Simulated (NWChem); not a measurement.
Molecule: CHAlClNO2; SMILES O=C=[N][Al]([OH])[Cl]

```xyz
7

Al    -0.4077     0.6252    -0.0001
Cl     1.2079     1.9345     0.0010
N     -0.1213    -1.1157     0.0004
C      0.1395    -2.2886     0.0001
O      0.3834    -3.4295    -0.0001
O     -1.9562     1.2866    -0.0014
H     -2.7882     0.8118    -0.0020
```
Atoms are numbered in this order, from 1.

All runs: NWChem. Pople sets run with spherical d functions. Coordinates come from a PBE0/def2-SVP optimisation. B3LYP is NWChem's, with the RPA form of VWN correlation. Atomic charges in e: unrestrained fits to the electrostatic potential beside Mulliken populations; buried atoms are poorly determined by the fit.

For level B3LYP/def2-SVP:

- ESP Al1: 1.08
- Mulliken Al1: 0.81
- ESP N3: -0.74
- Mulliken N3: -0.23
- ESP C4: 0.72
- Mulliken C4: 0.05
- Mulliken O5: -0.12

How do the values read with level Hartree-Fock/6-31G* instead?


| Quantity | Result |
|---|---|
| ESP Al1 | 1.34 |
| Mulliken Al1 | 1.17 |
| ESP N3 | -0.92 |
| Mulliken N3 | -0.70 |
| ESP C4 | 0.91 |
| Mulliken C4 | 0.79 |
| Mulliken O5 | -0.49 |
